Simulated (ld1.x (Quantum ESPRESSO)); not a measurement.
Transferability test, TM semilocal potential for Al

```json
{
 "Element": "Al (Z = 13)",
 "Generator": "ld1.x (Quantum ESPRESSO) 7.5",
 "Type": "norm-conserving Troullier–Martins (semilocal form)",
 "Functional": "Wu–Cohen",
 "Relativity": "non-relativistic",
 "Frozen core": "[Ne]",
 "Valence charge": "3",
 "Reference configuration": "3s2 3p0.75 (charge +0.25)",
 "Partial waves": "3s (bound): rc 2.15 bohr; 3p (bound): rc 2.15 bohr; 3d channel at 0.25 Ry: rc 2.15 bohr",
 "Local potential": "the d channel",
 "Core correction": "none"
}
```

Energies are relative to the spin-unpolarised reference configuration 3s2 3p0.75; without spin polarisation the order of configurations can differ from experiment.

```tsv
valence configuration	charge	ΔE all-electron (eV)	error AE − PS (meV)
3s2 3p1	0	-0.850	0.0
3s2 3p1.3	-0.3	-1.416	0.0
3s2 3p0.5	+0.5	1.226	0.0
3s0 3p3	0	9.496	+10
3s1 3p1	+1	10.661	+5.2
```

Problem. What are ΔE and the potential's error for 3s1 3p0?

Solution. ΔE = 24.056 eV all-electron; the error (AE − PS) is +9.5 meV.

Problem. What are ΔE and the potential's error for 3s2 3p0?

Solution. ΔE = 4.898 eV all-electron; the error (AE − PS) is +0.2 meV.

Levels in the configuration 3s1 3p1:

```
level  all-electron (eV)  pseudo (eV)
   3s            -15.536      -15.521
   3p             -9.737       -9.730
```
